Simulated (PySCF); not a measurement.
PySCF 2.14 output of an unrestricted PBE0 calculation on a single atom or ion in x2c-TZVPPall with one added diffuse shell each of s, p, d type (6s6p4d1f, 51 functions), with the spin-free X2C one-electron Hamiltonian (Gaussian nucleus):

```
SCF conv_tol = 1e-09
number electrons alpha = 10  beta = 7
    C. Adamo and V. Barone.,  J. Chem. Phys. 110, 6158 (1999)
    M. Ernzerhof and G. E. Scuseria.,  J. Chem. Phys. 110, 5029 (1999)
cycle= 1 E= -528.002909315619  delta_E= -0.00852  |g|= 0.0178  |ddm|= 0.278
cycle= 2 E= -528.003118457181  delta_E= -0.000209  |g|= 0.00378  |ddm|= 0.0366
cycle= 3 E= -528.003162170441  delta_E= -4.37e-05  |g|= 0.0019  |ddm|= 0.0299
cycle= 4 E= -528.003181935255  delta_E= -1.98e-05  |g|= 0.00116  |ddm|= 0.016
cycle= 5 E= -528.003199944304  delta_E= -1.8e-05  |g|= 0.000983  |ddm|= 0.0176
cycle= 6 E= -528.003240351838  delta_E= -4.04e-05  |g|= 0.000317  |ddm|= 0.0829
cycle= 7 E= -528.003240450089  delta_E= -9.83e-08  |g|= 0.00011  |ddm|= 0.00163
cycle= 8 E= -528.003240485451  delta_E= -3.54e-08  |g|= 6.49e-06  |ddm|= 0.00203
cycle= 9 E= -528.003240486064  delta_E= -6.14e-10  |g|= 1.67e-06  |ddm|= 0.000351
converged SCF energy = -528.003240486064  <S^2> = 3.7536608  2S+1 = 4.00183
```

The run itself started from symmetry-adapted Hartree-Fock orbitals and held the occupation by maximum overlap, on a logarithmic radial grid, so the iterations belong to that start.

Task: Which element, charge and spin multiplicity is this?

Result: Ar⁺ (argon, charge +1), multiplicity 4; the state was [Ne] 3s2 3p4 4s1, high-spin 4P determinant (an excited configuration).

The outer electron is Rydberg-like, and this basis confines it to a smaller radius and binds it less than a complete one would.
